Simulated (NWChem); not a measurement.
# CaCl2; SMILES [Cl][Ca][Cl]

Program: NWChem. Pople sets run with spherical d functions. Structure relaxed at the PBE0-D3(BJ)/def2-TZVP level. Level TPSS/6-31G*: energy and gradient; each run changes one setting, and changes count from the defaults (medium grid, exact Coulomb integrals, symmetry on).

Which setting moves the energy most, and by about how much (Coulomb fitting, Weigend set; defaults; coarse grid; symmetry off)?

Coulomb fitting, Weigend set, by about 70 μHa.
```json
[
 {"setting": "defaults", "size of the energy change (μHa)": "< 10", "largest change of a gradient component (μHa/bohr)": "< 30", "time, defaults = 1 (rough)": "about 1"},
 {"setting": "coarse grid", "size of the energy change (μHa)": "< 10", "largest change of a gradient component (μHa/bohr)": "< 30", "time, defaults = 1 (rough)": "about 1"},
 {"setting": "Coulomb fitting, Weigend set", "size of the energy change (μHa)": "70", "largest change of a gradient component (μHa/bohr)": "30", "time, defaults = 1 (rough)": "0.2"},
 {"setting": "symmetry off", "size of the energy change (μHa)": "< 10", "largest change of a gradient component (μHa/bohr)": "other frame", "time, defaults = 1 (rough)": "about 1"}
]
```
